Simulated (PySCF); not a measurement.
C$_{6}$H$_{13}$N$_{3}$Si: full NMR table

```yaml
Formula: C6H13N3Si
SMILES: CCc1ncn([SiH](C)C)n1
Point_group_of_the_computed_structure: C1
Degrees_of_unsaturation: 3
Carbon_signals: 5
Proton_signals: 5
```

Structure with atom numbers: `[CH3:1][CH2:2][c:3]1[n:4][cH:5][n:6]([SiH:7]([CH3:8])[CH3:9])[n:10]1`; H(Xn) means a hydrogen on atom n.

Level of theory: PBE0/pcSseg-1 with gauge-including orbitals, geometry from GFN2-xTB, in PySCF 2.14.0 with density-fitted response routines (no solvent, no relativistic terms, rapidly exchanging positions averaged, one conformer).

Scale: ¹H and ¹³C and ²⁹Si vs TMS; NH3 for ¹⁵N (reference shieldings calculated alike).

| carbon | δC, type | δH (multiplicity) | HMBC from (2–3 bonds) | span of the C tensor (ppm) |
| --- | --- | --- | --- | --- |
| C1 | 18.3, CH3 | 1.33 (t) | H(C2) | 28 |
| C2 | 26.7, CH2 | 2.92 (q) | H(C1) | 24 |
| C3 | 175.1, C | – | H(C5), H(C2), H(C1) | 158 |
| C5 | 154.0, CH | 7.95 (s) | H(Si7) | 154 |
| C8/C9 | -0.7, CH3 | 0.50 (d) | H(Si7), H(C8)/H(C9) | 15 |

Other nuclei:
```json
{"atoms": "H(Si7)", "nucleus": "¹H", "environment": "hydrogen on a silicon bonded to 2 C, N", "δ (ppm)": "5.32", "σ (ppm)": "26.40"}
{"atoms": "Si7", "nucleus": "²⁹Si", "environment": "silicon bonded to 2 C, N, H", "δ (ppm)": "-7.0", "σ (ppm)": "356.2"}
{"atoms": "N10", "nucleus": "¹⁵N", "environment": "pyridine-type nitrogen of an azole", "δ (ppm)": "324.9", "σ (ppm)": "-57.2"}
{"atoms": "N4", "nucleus": "¹⁵N", "environment": "pyridine-type nitrogen of an azole", "δ (ppm)": "292.5", "σ (ppm)": "-24.8"}
{"atoms": "N6", "nucleus": "¹⁵N", "environment": "pyrrole-type ring nitrogen", "δ (ppm)": "240.5", "σ (ppm)": "27.2"}
```

- Carbon types of the structure: 1 × C, 1 × CH, 1 × CH2, 3 × CH3, leaving 1 H on heteroatoms.
- δC 175.1: substituted aromatic carbon next to a ring nitrogen.
- δC 154.0: aromatic CH between two ring heteroatoms.
- δC 26.7: sp3 CH2 on an aromatic ring; a saturated carbon with 2 carbon neighbours and no heteroatom attached.
- δH 2.92: hydrogen on an sp3 CH2 on an aromatic ring; benzylic-type position, deshielded by the ring.
- δH 0.50: hydrogen on a methyl carbon bonded to Si; an electropositive neighbour shields it, as in TMS itself.

Shifts are as computed. Against solution values, carbons near 30 ppm lie about +3 ppm off and those near 130 ppm about +5 ppm. Of 1211 compounds with measured shifts, 218 miss one by over three times the rms of a fit or turn the order of signals round; such compounds aren't used in these exercises. Experimental scales use liquid or dissolved standards, which lie at an offset from isolated NH3 (liquid NH3: subtract about 20 ppm). Unscaled 15N shifts of sp2 nitrogen come out 20 to 40 ppm too high even then. Multiplicities follow the n + 1 count of equivalent neighbours, as no J values were calculated; m marks all less simple cases, F and P coupling included.
